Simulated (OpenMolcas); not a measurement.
**Ti: effect of the active space**

| Property | Result |
| --- | --- |
| Program | OpenMolcas |
| Method | SS-CASPT2, IPEA 0.25 Eh, imaginary shift 0.1 Eh |
| Basis | ANO-R1 |
| Scalar Hamiltonian | X2C, finite nucleus |
| Spin-orbit coupling | state interaction with AMFI integrals over the reference wave functions, term energies averaged over their components |

A. 2 electrons in 5 orbitals (3d); 2S+1 = 3 even, 10 roots; 2S+1 = 1 even, 15 roots; closed shells correlated: 3s 3p 4s; CASPT2 step of the order of 3 core-seconds
B. 4 electrons in 6 orbitals (3d 4s); 2S+1 = 3 even, 55 roots; 2S+1 = 5 even, 10 roots kept (CI in the orbitals of an earlier block); 2S+1 = 1 even, 49 roots kept (CI in the orbitals of an earlier block); closed shells correlated: 3s 3p; CASPT2 step roughly 40 core-seconds

Energies in cm-1 above 3d2 4s2 3F2, the measured ground level; measured values from NIST Handbook of Basic Atomic Spectroscopic Data.

```
      Level      A      B  Measured
3d2 4s2 3F2    0.0    0.0       0.0
3d2 4s2 3F3    178    141       170
3d2 4s2 3F4    409    325       387
3d2 4s2 1D2   7100   5740      7255
3d2 4s2 3P0  10270   6580      8437
3d2 4s2 3P1  10330   6620      8492
3d2 4s2 3P2  10450   6720      8602
3d2 4s2 1G4  13830  10220     12118
```

Deviations, from unrounded energies. A percentage is the sum of absolute deviations over the sum of measured energies, with the sign that they share, or ± where signs differ.

```csv
Against measurement,Levels,A,B
mean absolute deviation (cm-1),7,1100,1300
fine structure of the ground term (%),2,+5.4,-16.3
other terms of the ground configuration (%),5,±16.5,-20.1
```

A lies closest to measurement on these levels. The largest miss of A in the table is 3d2 4s2 3P2, by +1900 cm-1. The ranking rests on the paired levels alone, and a cruder setting can come out closer through cancelling errors.

The spin-orbit steps hold different terms of 3d2 4s2 (B lacks 1S), which shifts levels as well.

The two smallest mean deviations differ by little beside CASPT2's spread within terms, so their order carries little weight.

Between A and B the level of the table that moves most is 3d2 4s2 3P2, by 3700 cm-1 (lowest in B, highest in A). Moves below CASPT2's spread within the term are not significant.

CASPT2 does not keep the components of a term degenerate, so their means are used; among the terms shown or strongly mixed into the levels shown the widest spread is 1700 cm-1 (3d2 4s2 1G, B). Over all roots computed the reference weight is 0.80 to 0.93 in B; the roots of lowest weight are the least certain, and an intruder state may touch them. Some terms miss by over 15 % even with CASPT2, which points to a basis or an active space too small for the shells correlated. With the s shell closed, the reference lacks s² → p², s² → d² and s → d mixing, so excited terms can stand far too high and out of order, with CASPT2 too (holds for A). Terms from blocks run as CI alone lack orbitals of their own (holds for B). Configurations are named by rounded mean occupations; where the s occupation lies near a half they are strongly mixed, a name can repeat and a true partner stay unpaired (holds for B). Measured partners are found by configuration, term and J. A level has none where our copy of the source lacks it or the pairing is in doubt (some pairs that miss far off the trend of their configuration count as doubtful), and it then counts in no deviation. Levels of configurations outside the active space are missing. The table leaves out levels that lie high or whose names do not pair safely across all columns.
